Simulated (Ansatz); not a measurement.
`CN(C)[SiH3]` → `CNC` + `[SiH2]` at 700 K and 1 bar (silylene loss).

Calculated with Ansatz (gas phase, PBE0-D4/def2-TZVP geometries, no zero-point term in ΔE). CCSD(T)/CBS adds triple-zeta CCSD(T) − MP2 to the extrapolated MP2 energy (def2 sets, frozen cores). This one scheme is used for every species.

| species | CCSD(T)/CBS energy (Eh) | H − E (kJ/mol) | S (J/(mol·K)) |
| --- | --- | --- | --- |
| `CN(C)[SiH3]` | -425.29981 | 360.6 | 448.6 |
| `CNC` | -135.00321 | 296.9 | 352.4 |
| `[SiH2]` | -290.19011 | 56.3 | 240.4 |

H − E and S are ideal-gas, rigid-rotor, harmonic terms from PBE0-D4/def2-TZVP. 1 Eh = 2625.50 kJ/mol, R = 8.31446 J/(mol·K).

Task: By hand: ΔE, ΔH, ΔS and ΔG.

Result: ΔE = (-135.00321) + (-290.19011) − (-425.29981) = 0.10649 Eh = 279.6 kJ/mol. Δ(H − E) = 296.9 + 56.3 − 360.6 = -7.4, so ΔH = 272.2 kJ/mol. ΔS = 352.4 + 240.4 − 448.6 = 144.2 J/(mol·K). ΔG = 272.2 − 700 × (144.2)/1000 = 171.3 kJ/mol.

Task: By hand: the equilibrium constant, and the temperature at which ΔG would vanish if ΔH and ΔS stayed fixed.

Result: log₁₀ K = −ΔG/(RT ln 10) = -12.8. ΔG = 0 at ΔH/ΔS = 1888 K.

The number of gas molecules changes by +1, which sets the sign of ΔS. A doubt of 5 kJ/mol in ΔE shifts log₁₀ K by 0.4 here. These are equilibria of isolated gas molecules and say nothing of rates. Largest T1 diagnostic: 0.014 (customary marks: 0.02 for closed shells, 0.045 for open ones).
